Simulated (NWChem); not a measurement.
The numbers come from NWChem runs, not from measurements. System: C2F3, charge 0, spin multiplicity 2, displaced from the optimised geometry. The structure started from a generated list of species. Its SCF solution wasn't tested for a lower state.

Job file:

```
start mol
memory heap 200 mb stack 900 mb global 1100 mb
geometry units angstroms nocenter noautoz
  F     -0.080391     2.008899     0.000000
  C      0.565928     0.840376     0.000000
  C      0.082132    -0.430427     0.000000
  F     -1.235188    -0.764518     0.000000
  F      0.883539    -1.517680     0.000000
  symmetry group Cs
end
basis spherical
  * library def2-tzvp
end
dft
  xc becke88 perdew86
  odft
  mult 2
  semidirect memsize 60000000 filesize 0
  iterations 100
  convergence nodiis damp 40
end
task dft gradient
```

The output up to the point where the run's verdict is printed (cleaned and shortened):

```
             Northwest Computational Chemistry Package (NWChem) 7.3.0
             --------------------------------------------------------

                                NWChem Input Module
                                -------------------

 Scaling coordinates for geometry "geometry" by  1.889725989
 (inverse scale =  0.529177249)

 Turning off AUTOSYM since
 SYMMETRY directive was detected!

                             Geometry "geometry" -> ""
                             -------------------------

 Output coordinates in angstroms (scale by  1.889725989 to convert to a.u.)

  No.       Tag          Charge          X              Y              Z
 ---- ---------------- ---------- -------------- -------------- --------------
    1 F                    9.0000    -0.08039100     2.00889900     0.00000000
    2 C                    6.0000     0.56592800     0.84037600     0.00000000
    3 C                    6.0000     0.08213200    -0.43042700     0.00000000
    4 F                    9.0000    -1.23518800    -0.76451800     0.00000000
    5 F                    9.0000     0.88353900    -1.51768000     0.00000000

 Effective nuclear repulsion energy (a.u.)     158.1896889662

            Nuclear Dipole moment (a.u.)
            ----------------------------
        X                 Y               Z
 ---------------- ---------------- ----------------
     0.0000000000     0.0000056692     0.0000000000

      Symmetry information
      --------------------

 Group name             Cs
 Group number              2
 Group order               2
 No. of unique centers     5

      Symmetry unique atoms

     1    2    3    4    5


 Summary of "ao basis" -> "" (spherical)
 ------------------------------------------------------------------------------
       Tag                 Description            Shells   Functions and Types
 ---------------- ------------------------------  ------  ---------------------
 *                         def2-tzvp                  on all atoms

  perdew86 is a nonlocal functional; adding perdew81 local functional.

                                 NWChem DFT Module
[...]
 d= 0,ls=0.5         73   -288.5306301222 -8.97D+01  8.48D-02              28.1
                                                     7.77D-02
 d= 0,ls=0.5         74   -198.8616020561  8.97D+01  8.48D-02              28.4
                                                     7.77D-02
 d= 0,ls=0.5         75   -288.5306301222 -8.97D+01  8.48D-02              28.8
                                                     7.77D-02
 d= 0,ls=0.5         76   -198.8616020561  8.97D+01  8.48D-02              29.2
                                                     7.77D-02
 d= 0,ls=0.5         77   -288.5306301222 -8.97D+01  8.48D-02              29.5
                                                     7.77D-02
 d= 0,ls=0.5         78   -198.8616020561  8.97D+01  8.48D-02              29.9
                                                     7.77D-02
 d= 0,ls=0.5         79   -288.5306301222 -8.97D+01  8.48D-02              30.2
                                                     7.77D-02
 d= 0,ls=0.5         80   -198.8616020561  8.97D+01  8.48D-02              30.6
                                                     7.77D-02
 d= 0,ls=0.5         81   -288.5306301222 -8.97D+01  8.48D-02              30.9
                                                     7.77D-02
 d= 0,ls=0.5         82   -198.8616020561  8.97D+01  8.48D-02              31.3
                                                     7.77D-02
 d= 0,ls=0.5         83   -288.5306301222 -8.97D+01  8.48D-02              31.6
                                                     7.77D-02
 d= 0,ls=0.5         84   -198.8616020561  8.97D+01  8.48D-02              32.0
                                                     7.77D-02
 d= 0,ls=0.5         85   -288.5306301222 -8.97D+01  8.48D-02              32.3
                                                     7.77D-02
 d= 0,ls=0.5         86   -198.8616020561  8.97D+01  8.48D-02              32.7
                                                     7.77D-02
 d= 0,ls=0.5         87   -288.5306301222 -8.97D+01  8.48D-02              33.0
                                                     7.77D-02
 d= 0,ls=0.5         88   -198.8616020561  8.97D+01  8.48D-02              33.4
                                                     7.77D-02
 d= 0,ls=0.5         89   -288.5306301222 -8.97D+01  8.48D-02              33.7
                                                     7.77D-02
 d= 0,ls=0.5         90   -198.8616020561  8.97D+01  8.48D-02              34.1
                                                     7.77D-02
 d= 0,ls=0.5         91   -288.5306301222 -8.97D+01  8.48D-02              34.5
                                                     7.77D-02
 d= 0,ls=0.5         92   -198.8616020561  8.97D+01  8.48D-02              34.8
                                                     7.77D-02
 d= 0,ls=0.5         93   -288.5306301222 -8.97D+01  8.48D-02              35.2
                                                     7.77D-02
 d= 0,ls=0.5         94   -198.8616020561  8.97D+01  8.48D-02              35.5
                                                     7.77D-02
 d= 0,ls=0.5         95   -288.5306301222 -8.97D+01  8.48D-02              35.9
                                                     7.77D-02
 d= 0,ls=0.5         96   -198.8616020561  8.97D+01  8.48D-02              36.2
                                                     7.77D-02
 d= 0,ls=0.5         97   -288.5306301222 -8.97D+01  8.48D-02              36.6
                                                     7.77D-02
 d= 0,ls=0.5         98   -198.8616020561  8.97D+01  8.48D-02              36.9
                                                     7.77D-02
 d= 0,ls=0.5         99   -288.5306301222 -8.97D+01  8.48D-02              37.3
                                                     7.77D-02
 d= 0,ls=0.5        100   -198.8616020561  8.97D+01  8.48D-02              37.6
                                                     7.77D-02
```

The run did not converge; its last values are not results. The next line reads: Calculation failed to converge. NWChem stopped with the message: dft gradient failed.
